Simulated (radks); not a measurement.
Initial-state core-level shifts of the scandium ion Sc2+ when its valence configuration changes from [Ar] 3d1. All-electron calculation, non-relativistic Kohn-Sham, PBE, spin-polarised, spherical densities, point nucleus; open shells are filled with parallel spins first. Program: a radial shooting solver on a logarithmic mesh with Libxc functionals. Shifts are changes of the shell-averaged eigenvalues in eV (positive: less bound); the change of the density at the nucleus, which sets a Mossbauer isomer shift, is in e/bohr^3, on a base of 6186.

| valence | 1s | 2s | 3s | 3p | density at nucleus |
|---|---|---|---|---|---|
| 3d0.5 4p0.5 | -3.627 | -4.131 | -3.518 | -3.371 | +0.6493 |
| 4p1 | -7.519 | -8.595 | -7.191 | -6.882 | +1.4354 |
| 4s1 | -6.428 | -7.490 | -6.122 | -5.834 | +5.7718 |
| 3d0.5 4s0.5 | -3.074 | -3.577 | -2.973 | -2.835 | +2.7121 |
